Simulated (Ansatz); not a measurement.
Zn2Cl6 (the lowest singlet isomer of a short search). Total charge 0; singlet. Geometry r2SCAN-D4/def2-SVP, basis def2-TZVP, Ansatz.

```csv
atom,x (Å),y (Å),z (Å)
Zn1,-0.156,1.564,0.510
Zn2,-0.663,-1.387,0.474
Cl3,1.356,0.873,-1.383
Cl4,0.504,-0.043,2.008
Cl5,0.827,3.376,-0.245
Cl6,-2.020,0.417,-0.178
Cl7,-0.903,-3.499,0.306
Cl8,1.055,-1.301,-1.491
```

```json
{"run": "A", "HOMO (eV)": "-7.15", "LUMO (eV)": "-5.69"}
{"run": "B", "HOMO (eV)": "-7.66", "LUMO (eV)": "-6.01"}
{"run": "C", "HOMO (eV)": "-7.33", "LUMO (eV)": "-5.87"}
{"run": "D", "HOMO (eV)": "-8.67", "LUMO (eV)": "-5.28"}
```

In the singlet, Cl3 and Cl8 lie 2.20 Å apart (atoms count from 1), so these atoms are partly bonded to each other. Another isomer (singlet) lies 0.15 eV lower at PBE0-D4/def2-TZVP; other spin states weren't run for this one.

Task: The runs used BLYP, PBE, PBE0, r2SCAN. Estimate which is which.

Result: A BLYP (0 % exact exchange); B r2SCAN (0 % exact exchange); C PBE (0 % exact exchange); D PBE0 (25 % exact exchange). Exact exchange lowers occupied and raises empty levels; among semilocal functionals meta-GGAs tend to open the gap a little, and such runs are hard to tell apart. The gap grows from 1.46 eV (PBE) to 3.40 eV (PBE0). The restricted singlet is unstable towards broken spin symmetry in Hartree–Fock (as tested in another run); at BLYP-D4/def2-TZVP, r2SCAN-D4/def2-TZVP, PBE-D4/def2-TZVP, PBE0-D4/def2-TZVP this wasn't settled.
